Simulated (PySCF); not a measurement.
## Ar⁺: ionisation energy

Ar⁺ [Ne] 3s2 3p5 (2P) → Ar²⁺ [Ne] 3s2 3p4 (3P), as a difference of total energies. Calculation: PySCF 2.14, in aug-cc-pV(D+d)Z; the non-relativistic Hamiltonian (point nucleus). Correlated levels: valence: [Ne] frozen. The calculations carry no spin-orbit coupling.

| method | ionisation energy (eV) |
| --- | --- |
| UHF | 26.397 |
| MP2 (valence) | 27.141 |
| SCS-MP2 (valence) | 27.109 |
| CCSD (valence) | 27.074 |
| CCSD(T) (valence) | 27.089 |
| CCSDT (valence) | 27.089 |

**Question.** How much does correlation contribute at CCSD(T) (valence)?

**Answer.** 27.089 − (26.397) = 0.692 eV, measured against UHF.

A first-order spin-orbit estimate (lowest level to lowest level, LS coupling) adds -0.006 eV.

Errors of the correlated levels include the incompleteness of this basis and the frozen core.

For comparison: 27.630 eV (measured; NIST Atomic Spectra Database, ionization energies).
